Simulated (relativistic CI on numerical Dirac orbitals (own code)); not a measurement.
Input to a radial Dirac CI calculation:

```
atom Pm  Z=61  charge=59  electrons=2
nucleus A=145  rms_radius_fm=4.9620
hamiltonian dirac-coulomb  breit=on  qed=on  c_scale=1
orbitals kli  potential=per-configuration
slater_scale 0.9
correlation none
mixing on
configurations
  1s2
  1s 2p
  1p 2p
  1s 1p
end
```

Question: How did the run end?

Answer: The self-consistent field of one configuration failed: SCF of 1p 2p ended with code -1.
